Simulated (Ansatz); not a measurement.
AlH6O4F, singlet: a relaxation.

The input file, in.yaml:

```yaml
crystal:
  periodic: [false, false, false]
  atoms:
    - {symbol: Al, position_ang: [-0.567656, -0.367349, 0.809813]}
    - {symbol: O, position_ang: [1.184436, -0.537134, 0.100658]}
    - {symbol: O, position_ang: [-1.042000, 0.826917, -0.346396]}
    - {symbol: O, position_ang: [-1.187905, -1.995565, 0.721341]}
    - {symbol: H, position_ang: [1.534939, 1.882874, -1.339682]}
    - {symbol: F, position_ang: [-0.473666, 0.300066, 2.324366]}
    - {symbol: H, position_ang: [1.261134, 0.008064, -0.702733]}
    - {symbol: O, position_ang: [0.960224, 0.980421, -1.540442]}
    - {symbol: H, position_ang: [1.485151, -1.417327, -0.092771]}
    - {symbol: H, position_ang: [-1.679030, 1.476525, -0.107789]}
    - {symbol: H, position_ang: [-1.746238, -2.364906, 1.357834]}
    - {symbol: H, position_ang: [0.270710, 1.207414, -1.184199]}
basis:
  gaussian: {orbitals: def2-TZVP}
hamiltonian: {xc: pbe0, dispersion: d4}
relax: {f_tol: 0.005, max_steps: 200}
```

Command:

```bash
ansatz run in.yaml --threads 8 --pin off --events-out ev --progress --plain --max-ram 19148MiB
```

The run's output (Ansatz 0.2.0):

```
Functional definition: PBE0
  name "PBE0"
  cite "Adamo & Barone, J. Chem. Phys. 110, 6158 (1999) doi:10.1063/1.478522"
  cite "Perdew, Burke & Ernzerhof, Phys. Rev. Lett. 77, 3865 (1996) doi:10.1103/PhysRevLett.77.3865"
  parent pbe
  parameter a = 0.25
  parameter kappa = 0.804
  parameter beta = 0.06672455060314922
  exchange = (1 - a)*pbe_x(kappa = kappa, mu = beta*pi^2/3) + a*exact_x
  correlation = pbe_c(beta = beta)
1303 factors; their error is unknown
mean field evaluation 1: about -17578.6127 eV, gradient 1.1e2 eV
mean field evaluation 2: about -17556.7708 eV, gradient 1.5e2 eV
mean field evaluation 4: about -17595.3393 eV, gradient 7.6e0 eV
mean field evaluation 8: about -17595.4219 eV, gradient 9.7e-2 eV
mean field evaluation 16: about -17595.4573 eV, gradient 1.8e-4 eV
mean field -17595.45732131 eV, -646.6211299288 hartree, gradient 6.1e-5 eV, S^2 0.000000; 0 other end points of the search recorded, 0 dependent functions left out
the calculation of the forces begins
reference -17595.45735514 eV, -646.6211311720 hartree; 30, 30 occupied and 198, 198 virtual orbitals, 1303 factors
relax step   1: F+E_penalty+E_count = -17595.63530346 eV  Δ(F+E_penalty+E_count) = +0.000e0 eV  max|allowed force component| = 1.561e1 eV/Å  Δτ_max = 0.0000 Å  (28 SCF iters, accepted)
relax step   2: F+E_penalty+E_count = -17597.56874178 eV  Δ(F+E_penalty+E_count) = -1.933e0 eV  max|allowed force component| = 2.237e0 eV/Å  Δτ_max = 0.1785 Å  (36 SCF iters, accepted)
relax step   3: F+E_penalty+E_count = -17597.63227676 eV  Δ(F+E_penalty+E_count) = -6.353e-2 eV  max|allowed force component| = 1.238e0 eV/Å  Δτ_max = 0.1807 Å  (29 SCF iters, accepted)
relax step   4: F+E_penalty+E_count = -17597.59743964 eV  Δ(F+E_penalty+E_count) = +3.484e-2 eV  max|allowed force component| = 1.259e0 eV/Å  Δτ_max = 0.2000 Å  (36 SCF iters, rejected (line search))
relax step   5: F+E_penalty+E_count = -17597.69043453 eV  Δ(F+E_penalty+E_count) = -5.816e-2 eV  max|allowed force component| = 4.967e-1 eV/Å  Δτ_max = 0.0974 Å  (30 SCF iters, accepted)
relax step   6: F+E_penalty+E_count = -17597.69725192 eV  Δ(F+E_penalty+E_count) = -6.817e-3 eV  max|allowed force component| = 3.342e-1 eV/Å  Δτ_max = 0.1000 Å  (30 SCF iters, accepted)
relax step   7: F+E_penalty+E_count = -17597.70344927 eV  Δ(F+E_penalty+E_count) = -6.197e-3 eV  max|allowed force component| = 6.237e-2 eV/Å  Δτ_max = 0.0289 Å  (31 SCF iters, accepted)
relax step   8: F+E_penalty+E_count = -17597.70424889 eV  Δ(F+E_penalty+E_count) = -7.996e-4 eV  max|allowed force component| = 3.486e-2 eV/Å  Δτ_max = 0.0160 Å  (32 SCF iters, accepted)
relax step   9: F+E_penalty+E_count = -17597.70499587 eV  Δ(F+E_penalty+E_count) = -7.470e-4 eV  max|allowed force component| = 1.506e-2 eV/Å  Δτ_max = 0.0315 Å  (31 SCF iters, accepted)
relax step  10: F+E_penalty+E_count = -17597.70514132 eV  Δ(F+E_penalty+E_count) = -1.455e-4 eV  max|allowed force component| = 1.606e-2 eV/Å  Δτ_max = 0.0081 Å  (32 SCF iters, accepted)
relax step  11: F+E_penalty+E_count = -17597.70523090 eV  Δ(F+E_penalty+E_count) = -8.957e-5 eV  max|allowed force component| = 1.694e-2 eV/Å  Δτ_max = 0.0097 Å  (31 SCF iters, accepted)
relax step  12: F+E_penalty+E_count = -17597.70524590 eV  Δ(F+E_penalty+E_count) = -1.501e-5 eV  max|allowed force component| = 2.078e-2 eV/Å  Δτ_max = 0.0096 Å  (31 SCF iters, accepted)
relax step  13: F+E_penalty+E_count = -17597.70533957 eV  Δ(F+E_penalty+E_count) = -9.366e-5 eV  max|allowed force component| = 2.555e-2 eV/Å  Δτ_max = 0.0050 Å  (32 SCF iters, accepted)
relax step  14: F+E_penalty+E_count = -17597.70541784 eV  Δ(F+E_penalty+E_count) = -7.827e-5 eV  max|allowed force component| = 8.046e-3 eV/Å  Δτ_max = 0.0079 Å  (32 SCF iters, accepted)
relax step  15: F+E_penalty+E_count = -17597.70549933 eV  Δ(F+E_penalty+E_count) = -8.149e-5 eV  max|allowed force component| = 2.030e-2 eV/Å  Δτ_max = 0.0188 Å  (31 SCF iters, accepted)
relax step  16: F+E_penalty+E_count = -17597.70553740 eV  Δ(F+E_penalty+E_count) = -3.808e-5 eV  max|allowed force component| = 7.062e-2 eV/Å  Δτ_max = 0.0323 Å  (30 SCF iters, accepted)
relax step  17: F+E_penalty+E_count = -17597.70561785 eV  Δ(F+E_penalty+E_count) = -8.045e-5 eV  max|allowed force component| = 2.987e-2 eV/Å  Δτ_max = 0.0043 Å  (32 SCF iters, accepted)
relax step  18: F+E_penalty+E_count = -17597.70566692 eV  Δ(F+E_penalty+E_count) = -4.907e-5 eV  max|allowed force component| = 6.833e-3 eV/Å  Δτ_max = 0.0056 Å  (32 SCF iters, accepted)
relax step  19: F+E_penalty+E_count = -17597.70571724 eV  Δ(F+E_penalty+E_count) = -5.032e-5 eV  max|allowed force component| = 7.174e-3 eV/Å  Δτ_max = 0.0203 Å  (31 SCF iters, accepted)
relax step  20: F+E_penalty+E_count = -17597.70574496 eV  Δ(F+E_penalty+E_count) = -2.772e-5 eV  max|allowed force component| = 2.334e-2 eV/Å  Δτ_max = 0.0280 Å  (31 SCF iters, accepted)
relax step  21: F+E_penalty+E_count = -17597.70575623 eV  Δ(F+E_penalty+E_count) = -1.127e-5 eV  max|allowed force component| = 1.224e-2 eV/Å  Δτ_max = 0.0020 Å  (33 SCF iters, accepted)
relax step  22: F+E_penalty+E_count = -17597.70576986 eV  Δ(F+E_penalty+E_count) = -1.363e-5 eV  max|allowed force component| = 3.263e-3 eV/Å  Δτ_max = 0.0041 Å  (32 SCF iters, accepted)
relax step  23: F+E_penalty+E_count = -17597.70577773 eV  Δ(F+E_penalty+E_count) = -7.872e-6 eV  max|allowed force component| = 4.249e-3 eV/Å  Δτ_max = 0.0105 Å  (32 SCF iters, accepted)
relax step  24: F+E_penalty+E_count = -17597.70577990 eV  Δ(F+E_penalty+E_count) = -2.170e-6 eV  max|allowed force component| = 3.597e-3 eV/Å  Δτ_max = 0.0092 Å  (32 SCF iters, accepted)
Total energy: -17597.70581329 eV, -646.7037604849 hartree
Atom 0 at    -0.582273    -0.349618     0.887118 Å, force     0.000782     0.000216     0.002848 eV/Å
Atom 1 at     1.150883    -0.615629     0.190466 Å, force    -0.000424    -0.000847    -0.001969 eV/Å
Atom 2 at    -1.029988     0.896308    -0.251704 Å, force    -0.002774     0.003597    -0.002984 eV/Å
Atom 3 at    -1.227123    -1.919156     0.671514 Å, force     0.000507    -0.000281    -0.001200 eV/Å
Atom 4 at     1.631433     1.943896    -1.524612 Å, force     0.000563    -0.000772    -0.000706 eV/Å
Atom 5 at    -0.448688     0.191835     2.452710 Å, force    -0.000422    -0.000815    -0.001413 eV/Å
Atom 6 at     1.346452     0.028646    -0.577108 Å, force     0.000378     0.001583     0.000459 eV/Å
Atom 7 at     1.150785     1.120851    -1.638110 Å, force    -0.000718    -0.000220     0.000135 eV/Å
Atom 8 at     1.265606    -1.524205    -0.106780 Å, force    -0.000078    -0.000042     0.001022 eV/Å
Atom 9 at    -1.863545     1.358347    -0.193506 Å, force     0.002853    -0.002830     0.000641 eV/Å
Atom 10 at    -1.620087    -2.402883     1.394347 Å, force    -0.000629    -0.000199     0.001271 eV/Å
Atom 11 at     0.226646     1.271608    -1.304335 Å, force    -0.000038     0.000611     0.001897 eV/Å
Dipole moment:     0.270530     0.184203    -0.389862 e Å

[the SCF lines of later steps are left out]
```

The run took 45 s on 8 CPU threads of an Arm Neoverse V2 (shared host), with 0.65 GiB of host memory at its peak.
